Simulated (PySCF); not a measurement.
# Stretching ErSi

Set-up: PySCF, spin-free X2C with a Gaussian nucleus, basis sets Er x2c-SVPall, Si x2c-SVPall. Energies in eV from Er (4f12 6s2) + Si in their ground configurations at the same level. State: Ms = 2 determinant of mixed spin, about 12.0 electrons in the 4f shell (Mulliken), real f orbitals that mix terms.

All columns are PBE0. A positive dipole means Er(−)Si(+).

| R (Å) | E (eV) | μ (D) | Mulliken charge on Er (basis-dependent) | HOMO (eV) | LUMO (eV) | Mayer bond order | ⟨S²⟩ |
| --- | --- | --- | --- | --- | --- | --- | --- |
| 2.447 | -1.029 | -4.25 | 0.25 | -4.36 | -2.14 | 1.95 | 6.34 |
| 2.561 | -1.274 | -4.50 | 0.28 | -4.26 | -2.09 | 1.67 | 6.35 |
| 2.674 | -1.420 | -4.75 | 0.30 | -4.28 | -2.13 | 1.53 | 6.36 |
| 2.760 | -1.473 | -4.93 | 0.31 | -4.32 | -2.17 | 1.45 | 6.37 |
| 2.845 | -1.487 | -5.10 | 0.32 | -4.38 | -2.21 | 1.38 | 6.38 |
| 2.930 | -1.470 | -5.25 | 0.32 | -4.44 | -2.26 | 1.31 | 6.39 |
| 3.044 | -1.415 | -5.43 | 0.33 | -4.51 | -2.33 | 1.24 | 6.39 |
| 3.186 | -1.311 | -5.62 | 0.33 | -4.55 | -2.41 | 1.14 | 6.38 |
| 3.357 | -1.160 | -5.78 | 0.32 | -4.48 | -2.50 | 1.04 | 6.36 |
| 3.585 | -0.950 | -5.82 | 0.31 | -4.43 | -2.60 | 0.91 | 6.32 |

A fit through these points gives, at Re = 2.837 Å, μ = -5.08 D and dμ/dR = -1.86 D/Å; the reduced mass is 23.94 u.

**Question.** How strong is the fundamental in the double-harmonic approximation, I = 42.26·(dμ/dR)²/μred km/mol?

**Answer.** I = 42.26·(-1.86)²/23.94 = 6.11 km/mol at PBE0.

Spin–orbit coupling is left out, which matters for elements this heavy, above all for dissociation energies. With d or f electrons several states lie close, and the lowest PBE0 determinant need not be the measured ground state.
